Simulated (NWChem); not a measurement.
# Atomisation of C$_{2}$H$_{6}$F$_{2}$Si

SMILES: C[Si@H](F)CF
```xyz
11

C      1.9654    -0.5589    -0.6622
Si     0.3886     0.3448    -0.1993
F      0.5622     0.9619     1.3170
C     -1.0960    -0.8446    -0.1898
F     -2.2875    -0.1456    -0.0017
H      2.8402     0.1175    -0.5793
H      1.9210    -0.9283    -1.7076
H      2.1435    -1.4273     0.0044
H      0.0953     1.4968    -1.1154
H     -1.1459    -1.4048    -1.1546
H     -0.9837    -1.6077     0.6165
```
Charge 0, spin multiplicity 1.

Everything below was run with NWChem. All single points use one geometry, from PBE/def2-SVP, a minimum by its harmonic frequencies. It is one conformer; others weren't searched.

Basis set: def2-TZVP. The atomisation energy is electronic alone: no zero-point, thermal, spin-orbit or counterpoise terms. No value is extrapolated to the basis-set limit. Free atoms are single determinants with multiplicities C 3, Si 3, F 2, H 2.

The structure started from a generated list of species. No SCF solution was tested for a lower state. Open-shell Hartree-Fock references start from PBE0 orbitals.

Q: One of these methods gave an atomisation energy of 988.8 kcal/mol. Which?
A) M06-2X
B) HF
C) PBE
D) LC-wPBE (omega 0.3 per bohr)

A: A, M06-2X. The others give 999.0 (PBE), 739.3 (HF), 993.3 (LC-wPBE (omega 0.3 per bohr)).
